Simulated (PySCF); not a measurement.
Ge(2+) (germanium, charge +2): r2SCAN calculation

Configuration: [Ar] 3d10 4s2, closed-shell 1S. All numbers are calculated (PySCF 2.14, no relativity, point nucleus, in def2-TZVP (6s5p4d1f, 48 functions)).

```
Total energy                                     : -2076.020 hartree
One-electron energy                              : -2871.018 hartree
Hartree (Coulomb) energy                         : 873.425 hartree
Exchange-correlation energy                      : -78.427 hartree
Kinetic energy                                   : 2072.92781 hartree
⟨S²⟩                                             : 0.0000
⟨L²⟩                                             : 0.000
Sum of ⟨r⟩                                       : 18.02 bohr
Sum of ⟨r²⟩                                      : 19.85 bohr²
Density at the nucleus (Gaussians lack the cusp) : 21900 bohr⁻³
Langevin diamagnetic susceptibility              : -15.7 ×10⁻⁶ cm³/mol
Time after the integrals                         : 1 s of wall time on 1 thread of Neoverse-V1 (shared host)
```

```
shell  electrons  mean orbital energy (hartree)  rms radius, mean of both spins (bohr)
   1s          2                     -398.92380                                 0.0554
   2s          2                      -50.34926                                  0.232
   2p          6                      -44.83958                                  0.205
   3s          2                       -6.91042                                  0.680
   3p          6                       -5.06126                                  0.705
   3d         10                       -1.86931                                  0.819
   4s          2                       -1.06783                                   2.11
```
